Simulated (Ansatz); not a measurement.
Computed with Ansatz on PBE0-D4/def2-TZVP structures; ΔE is electronic, products minus reactants. CCSD(T)/CBS is the MP2 limit (def2-TZVPP, def2-QZVPP) plus CCSD(T) − MP2 in def2-TZVPP, frozen cores. This one scheme is used for every species. DFT in def2-TZVPP. B3LYP here is the variant with VWN-RPA as its local correlation; programs differ in this. For Ge outer-core shells are correlated without core-valence functions, which leaves a few kJ/mol of doubt a bond. Scalar relativity is left out up to krypton. One conformer a species, not always the lowest.

Consider the formal exchange of groups at a Ge–C bond: `C=C=[CH][GeH3]` + `[GeH3][GeH2][GeH2][GeH2][GeH3]` → `[GeH3][GeH2][GeH2][GeH2][GeH2][GeH3]` + `C=C=C`.

`C=C=[CH][GeH3]`:

Cartesian coordinates in Å:
```
C -0.943 2.001 0.210
C -0.095 1.072 -0.127
C 0.726 0.119 -0.445
Ge 0.387 -1.724 0.068
H -1.770 2.267 -0.439
H -0.840 2.540 1.146
H 1.624 0.354 -1.013
H -0.916 -1.778 0.874
H 1.558 -2.251 0.916
H 0.268 -2.601 -1.191
```

`[GeH3][GeH2][GeH2][GeH2][GeH3]`:

Cartesian coordinates in Å:
```
Ge -0.916 -2.446 -0.656
Ge 0.263 -0.727 -1.891
Ge -0.558 1.453 -1.212
Ge -0.575 1.539 1.212
Ge 1.561 0.768 2.056
H -2.422 -2.367 -0.960
H -0.410 -3.851 -1.022
H -0.715 -2.227 0.853
H 0.077 -0.938 -3.405
H 1.768 -0.815 -1.579
H 0.352 2.567 -1.765
H -1.977 1.671 -1.769
H -1.694 0.619 1.737
H -0.860 2.968 1.712
H 1.591 0.764 3.593
H 1.829 -0.661 1.554
H 2.685 1.682 1.541
```

`[GeH3][GeH2][GeH2][GeH2][GeH2][GeH3]`:

Cartesian coordinates in Å:
```
Ge -2.328 1.448 -0.392
Ge -1.529 -0.205 -1.975
Ge 0.894 -0.359 -2.023
Ge 1.671 -1.827 -0.254
Ge 0.639 -1.155 1.834
Ge 1.092 1.192 2.230
H -3.849 1.628 -0.537
H -2.027 1.015 1.052
H -1.643 2.799 -0.652
H -2.115 -1.584 -1.617
H -2.050 0.172 -3.376
H 1.496 1.045 -1.829
H 1.356 -0.886 -3.395
H 3.204 -1.747 -0.127
H 1.292 -3.279 -0.599
H -0.880 -1.387 1.732
H 1.170 -1.999 3.009
H 0.814 2.000 0.950
H 0.220 1.754 3.364
H 2.573 1.375 2.602
```

`C=C=C`:

Cartesian coordinates in Å:
```
C -0.189 -0.268 1.257
C 0.000 0.000 0.000
C 0.189 0.268 -1.257
H -0.806 0.370 1.881
H 0.265 -1.138 1.720
H 1.017 0.890 -1.580
H -0.476 -0.123 -2.020
```

| level | ΔE (kcal/mol) |
| --- | --- |
| r2SCAN-D4 | -10.2 |
| B3LYP-D4 | -11.0 |

Problem. What does CCSD(T)/CBS give? (Estimate.)

Solution. Computed: -10.3 kcal/mol. The listed levels differ from it by 0.1, -0.7 kcal/mol.

Largest T1 diagnostic among the species: 0.012.

In def2-TZVPP, CCSD(T) changes the Hartree–Fock value by −3.4 kcal/mol (the triples alone add −0.2 kcal/mol) and MP2 by −2.9 kcal/mol. The D4 term adds −2.2 kcal/mol with B3LYP and −1.3 kcal/mol with PBE0; it sums over pairs of atoms, weighted by their polarisabilities, and B3LYP, whose exchange is more repulsive, gets the larger term.
